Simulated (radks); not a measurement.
Values are calculated unless marked as measured or tabulated.
Q: The cadmium ion Cd47+, 1s1. Level of theory: non-relativistic Kohn-Sham, exchange-only PBE, spin-polarised, spherical densities, point nucleus (a radial shooting solver on a logarithmic mesh with Libxc functionals). Every spin shell is full or empty, so the densities are truly spherical. Functionals are evaluated on that one density, not self-consistently. Rank these orbital-free kinetic functionals by their error against the exact value of the orbitals, and give that value: Thomas-Fermi, von Weizsacker, TF + vW, TF + vW/9, TF + vW/5, LC94, APBEK, revAPBEK, Perdew 92, Pearson, LKT, PG1, DePristo-Kress, Ernzerhof.

A: Exact: 1151.69 hartree. From best to worst, with 100 (|E| - |E exact|)/|E exact| (equal figures are ties): von Weizsacker 0.00, APBEK +2.21, Pearson -2.21, LC94 +2.37, TF + vW/9 +2.89, Perdew 92 +2.91, DePristo-Kress +3.09, revAPBEK +3.10, Ernzerhof +6.86, Thomas-Fermi -8.23, TF + vW/5 +11.77, PG1 +55.49, LKT +62.79, TF + vW +91.77.
